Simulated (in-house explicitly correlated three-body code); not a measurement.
Results of a calculation; reference values are marked as such.
Taking the two-electron ground state apart, Z = 4

A variational code in 260 exponentially correlated functions gives, for two electrons around a point charge Z = 4 (non-relativistic, fixed nucleus, atomic units): E = -13.6555662, <1/r> = 3.68775 per electron, <1/r12> = 2.190871. From its density, U = 4.553255 (Hartree energy) and T_s = 13.614083 (kinetic energy of the doubly filled orbital √(n/2)). Further, <r²> = 0.232067 per electron, <r12²> = 0.477947 and <p1·p2> = 0.42052.

(1) Check the virial theorem, and compare with the screened hydrogenic estimate.

(2) Find the exchange and correlation energies of density-functional theory.

(3) What do the second moments say about angular correlation and diamagnetism?

(4) How does a nuclear mass of 9.01 u change the ionisation energy, to first order in m/M (1 hartree = 27.211386 eV)?

Answers

(1) V = −2Z<1/r> + <1/r12> = -29.502000 + 2.190871 = -27.311129, and 2E = -27.311132, so T = −E = 13.655566. A product of 1s orbitals with exponent Z − 5/16 = 3.6875 gives −3.6875² = -13.59766, which is 57.9 millihartree too high.

(2) For two electrons in one orbital E_x = −U/2 = -2.276628. The potential part of correlation is U_c = <1/r12> − U − E_x = -0.085757, the kinetic part T_c = T − T_s = 0.041483, and E_c = T_c + U_c = -0.044273 hartree. Restricted Hartree-Fock gives -13.611299, so the correlation energy of wave-function theory is -0.044267.

(3) From r12² = r1² + r2² − 2 r1·r2, <r1·r2> = <r²> − <r12²>/2 = -0.00691 bohr². It vanishes for a product of s orbitals, and its negative sign shows that the electrons favour opposite sides of the nucleus. The Langevin susceptibility is −0.79199e-6 × 2<r²> = -0.3676e-6 cm³/mol.

(4) m/M = 1/(9.01 × 1822.8885) = 6.08857e-05. With a fixed nucleus the second electron is bound by −Z²/2 − E = 5.655566 hartree = 153.8958 eV. The reduced mass scales this by 1 − m/M, a change of -9.370 meV. The mass-polarisation term raises the two-electron state by (m/M)<p1·p2> = 25.60 microhartree, a further -0.697 meV. The sum is 153.8857 eV, before relativistic and QED terms.
